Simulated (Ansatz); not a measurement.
Ansatz (an electronic-structure program) input:

Ansatz 0.2 input:
```yaml
crystal:
  periodic: [false, false, false]
  atoms:
    - {symbol: C, position_ang: [-1.81227139, 0.12475346, 0.22858530]}
    - {symbol: C, position_ang: [-0.49148076, -0.49211109, -0.20218241]}
    - {symbol: N, position_ang: [0.63278353, 0.33494026, 0.20044829]}
    - {symbol: C, position_ang: [1.90194013, 0.03520105, -0.25744839]}
    - {symbol: H, position_ang: [-1.93891041, 1.11664588, -0.20755677]}
    - {symbol: H, position_ang: [-2.64837203, -0.50210995, -0.08438184]}
    - {symbol: H, position_ang: [-1.86288053, 0.22262264, 1.31627851]}
    - {symbol: H, position_ang: [-0.40055581, -1.51117880, 0.20102361]}
    - {symbol: H, position_ang: [-0.45669066, -0.58213316, -1.29115600]}
    - {symbol: H, position_ang: [0.59012487, 0.63251673, 1.16473270]}
    - {symbol: H, position_ang: [1.97869697, -0.33586589, -1.26997098]}
    - {symbol: H, position_ang: [2.71997510, 0.60786016, 0.15416590]}
basis:
  gaussian:
    orbitals: aug-cc-pVTZ
total_charge: 1
magnetization: {spin_polarized: false}
correlation: {method: ccsd_t, electrons: outside_noble_gas}
```

Which total energy does the run end on?

-173.29392 Eh (CCSD(T)/aug-cc-pVTZ). The basis has 368 functions.

This state (charge 1, singlet) is run at the relaxed geometry of the species with charge 0 and multiplicity 2.
